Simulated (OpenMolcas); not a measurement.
# Computed transition rates of C+

```json
{
 "Program": "OpenMolcas 26.06",
 "Method": "CASSCF",
 "Basis": "ANO-RCC-VTZP [4s3p2d1f]",
 "Scalar Hamiltonian": "DKH3, point nucleus",
 "Active space": "3 electrons in 8 orbitals (2s 2p 3s 3p)",
 "State averaging": "2S+1 = 4 odd, 1 root; 2S+1 = 2 odd, 11 roots; 2S+1 = 4 even, 3 roots; 2S+1 = 2 even, 9 roots",
 "Spin-orbit coupling": "state interaction with AMFI integrals over the reference wave functions, term energies averaged over their components"
}
```

Rates come from the transition moments of the reference wave functions (E1 and E2 in the length form). At fixed line strength A goes as λ^-3 for E1 and M1 and as λ^-5 for E2, so a rate at the computed wavelength can be rescaled to the measured one. Measured vacuum wavelengths follow from level energies in NIST Handbook of Basic Atomic Spectroscopic Data. Branching counts decays inside the model space alone, at computed energies, and the table is only a selection of the E1 lines, drawn from those between levels with measured partners whose computed energy lies within a factor of 1.5 of the measured one.

```tsv
Upper	Lower	Type	λ computed (nm)	λ measured (nm)	A computed (s-1)	A rescaled (s-1)	Branching %
2s 2p2 2P 3/2	2s2 2p 2P* 3/2	E1	83.9	90.41	4.34e+09	3.47e+09	83.3
2s 2p2 2P 1/2	2s2 2p 2P* 1/2	E1	83.89	90.4	3.46e+09	2.77e+09	66.6
2p3 4S* 3/2	2s 2p2 4P 5/2	E1	98.81	101	2.17e+09	2.03e+09	50.0
2s 2p2 2S 1/2	2s2 2p 2P* 3/2	E1	101.4	103.7	1.88e+09	1.76e+09	66.5
2s 2p2 2P 1/2	2s2 2p 2P* 3/2	E1	83.93	90.45	1.74e+09	1.39e+09	33.4
2p3 4S* 3/2	2s 2p2 4P 3/2	E1	98.78	101	1.45e+09	1.36e+09	33.3
2s 2p2 2S 1/2	2s2 2p 2P* 1/2	E1	101.4	103.6	9.46e+08	8.87e+08	33.5
2s 2p2 2P 3/2	2s2 2p 2P* 1/2	E1	83.86	90.36	8.67e+08	6.93e+08	16.7
2p3 4S* 3/2	2s 2p2 4P 1/2	E1	98.76	101	7.24e+08	6.77e+08	16.7
2s 2p2 2D 5/2	2s2 2p 2P* 3/2	E1	125.3	133.6	5.78e+08	4.77e+08	100.0
2s 2p2 2D 3/2	2s2 2p 2P* 1/2	E1	125.2	133.5	4.83e+08	3.98e+08	83.4
2s 2p2 2D 3/2	2s2 2p 2P* 3/2	E1	125.3	133.6	9.59e+07	7.91e+07	16.6
2s 2p2 4P 1/2	2s2 2p 2P* 3/2	E1	264.4	232.9	5.32e+01		56.1
2s 2p2 4P 1/2	2s2 2p 2P* 1/2	E1	264	232.5	4.16e+01		43.9
2s 2p2 4P 5/2	2s2 2p 2P* 3/2	E1	264	232.6	2.22e+01		100.0
2s 2p2 4P 3/2	2s2 2p 2P* 3/2	E1	264.2	232.8	5.20e+00		81.5
2s 2p2 4P 3/2	2s2 2p 2P* 1/2	E1	263.8	232.4	1.18e+00		18.5
```

Spin-changing lines and M1 lines between different terms are not rescaled, since their strength hangs on the term gaps too.

The largest correction is for 2s 2p2 2P 1/2 → 2s2 2p 2P* 3/2 (E1): 1.74e+09 × (83.93 / 90.45)^3 = 1.39e+09 s-1, a factor of 0.80.

The computed rate and branching of 2s 2p2 2D 5/2 → 2s2 2p 2P* 3/2 give the upper level a radiative lifetime of 1.000 / 5.78e+08 s-1 = 1.73e-09 s, counting decays inside the model space alone. The rescaled rate gives about 2.1e-09 s.

The computed order of these levels differs from the measured one in 1 place, and where term gaps are wrong the rates of spin-changing lines can be off by large factors.

No measured rate stands beside these. Rescaling mends the energy factor alone: line strengths can still be far off where a level mixes with configurations outside the active space, and weak or spin-changing lines hang on small mixing coefficients that depend on the term gaps too, so rescaling need not improve them.

Without dynamic correlation excited terms often stand tens of per cent too high (terms of higher spin than the ground term too low), and those without a measured partner can miss by more than the paired ones. The run also gave levels led by 2s2 3p, which use shells meant for correlation; these and all levels above them are left out. Measured partners are found by configuration, term and J. A level has none where our copy of the source lacks it or the pairing is in doubt (some pairs that miss far off the trend of their configuration count as doubtful). Levels of configurations outside the active space are missing.

* marks odd parity.
